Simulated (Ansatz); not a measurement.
Mo₃. The state is a singlet with charge 0. Geometry B3LYP-D4/def2-TZVP, that of the charge +1 doublet.

Cartesian coordinates in Å:
```
Mo 0.0666 -1.1858 -0.5586
Mo -0.2345 1.0018 -0.7304
Mo 0.1680 0.1840 1.2891
```

In the def2 sets Mo takes a core potential; there is no spin–orbit coupling. A triplet lies near this restricted singlet, and broken spin symmetry wasn't tried. At PBE-D4/def2-TZVP an occupied level of the charge 0 singlet lies above an empty one (by up to 0.03 eV), so this SCF solution is probably not the lowest. At PBE0-D4/def2-TZVP a triplet of charge 0 lies 0.71 eV below the restricted singlet at the same geometry. That triplet is doubtful there (⟨S²⟩ 3.02, where a pure state has 2.00). The structure comes from a short search, and lower isomers may exist.

Question: Estimate the orbital energies around the gap (eV) in Ansatz with PBE-D4/def2-TZVP, r2SCAN-D4/def2-TZVP, PBE0-D4/def2-TZVP.

Answer: 
| orbital | PBE-D4/def2-TZVP | r2SCAN-D4/def2-TZVP | PBE0-D4/def2-TZVP |
| --- | --- | --- | --- |
| HOMO−5 | -6.04 | -6.16 | -7.02 |
| HOMO−4 | -5.63 | -5.69 | -6.23 |
| HOMO−3 | -5.36 | -5.45 | -6.22 |
| HOMO−2 | -5.27 | -5.28 | -5.87 |
| HOMO−1 | -5.03 | -5.13 | -5.86 |
| HOMO | -3.22 | -3.25 | -3.79 |
| LUMO | -3.25 | -3.12 | -2.53 |
| LUMO+1 | -3.02 | -2.80 | -1.98 |
| LUMO+2 | -2.88 | -2.67 | -1.91 |
| LUMO+3 | -2.57 | -2.39 | -1.63 |
| LUMO+4 | -2.53 | -2.34 | -1.57 |
| LUMO+5 | -2.34 | -2.16 | -1.57 |
